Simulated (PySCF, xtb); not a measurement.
C2H6Si, SMILES C[Si]C (connectivity only; charge and spin as stated), charge +1, multiplicity 2.

Harmonic wavenumbers (cm⁻¹) from GFN2-xTB in xtb at its own minimum, in rising order: 41, 61, 157, 656, 755, 761, 777, 832, 859, 1304, 1321, 1364, 1371, 1378, 1383, 2976, 2977, 2979, 2984, 2986, 2987.

Task: What does PBE0-D3(BJ)/def2-TZVP run with PySCF give at its own minimum? (An estimate is asked for; the answer gives what the named calculation found.)

Result: 59, 69, 211, 572, 599, 666, 676, 804, 865, 1227, 1251, 1369, 1385, 1397, 1414, 3007, 3013, 3088, 3091, 3163, 3163. Paired by order, the mean absolute difference is 67 cm⁻¹ and the zero-point energies are 44.2 and 44.4 kcal/mol.
